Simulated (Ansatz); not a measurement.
Ga(Cl)2(NH2) (Cl₂GaH₂N), SMILES [NH2][Ga]([Cl])[Cl]. Atoms are numbered in the order given.

```xyz
6

Ga     0.0154     0.2647     0.0000
Cl    -0.0215    -0.8204    -1.8365
Cl    -0.0215    -0.8204     1.8365
N      0.0770     2.0519     0.0000
H      0.0943     2.6065     0.8460
H      0.0943     2.6065    -0.8460
```

Geometry: PBE0-D3(BJ)/def2-SVP. The structure was generated by enumeration; whether it is a known compound was not checked. One conformer was computed; it need not be the lowest.

Two levels are set side by side: PBE-D3(BJ)/def2-SVP (Ansatz, a quantum-chemistry and plane-wave program) and PBE0-D3(BJ)/def2-SVP (Ansatz). Each level has its own optimised geometry; the coordinates shown are those of the second. Differences are taken from unrounded values.

```
quantity              PBE0-D3(BJ)
--------------------  -----------
mean bond length (Å)        1.616
bond Ga1–Cl2 (Å)            2.133
bond Ga1–Cl3 (Å)            2.133
bond Ga1–N4 (Å)             1.788
bond N4–H5 (Å)              1.012
bond N4–H6 (Å)              1.012
```

**Question.** What does PBE-D3(BJ) give, and how far is it from PBE0-D3(BJ)? (The exact figures need the calculation; the answer reports its results.)

**Answer.** 
```
quantity              PBE-D3(BJ)  PBE-D3(BJ) minus PBE0-D3(BJ)
--------------------  ----------  ----------------------------
mean bond length (Å)       1.628                         0.013
bond Ga1–Cl2 (Å)           2.150                         0.016
bond Ga1–Cl3 (Å)           2.150                         0.016
bond Ga1–N4 (Å)            1.802                         0.014
bond N4–H5 (Å)             1.020                         0.008
bond N4–H6 (Å)             1.020                         0.008
```

GGA bonds tend to be longer and softer than those of functionals with exact exchange. Differences between two approximate levels are no errors against the true value.
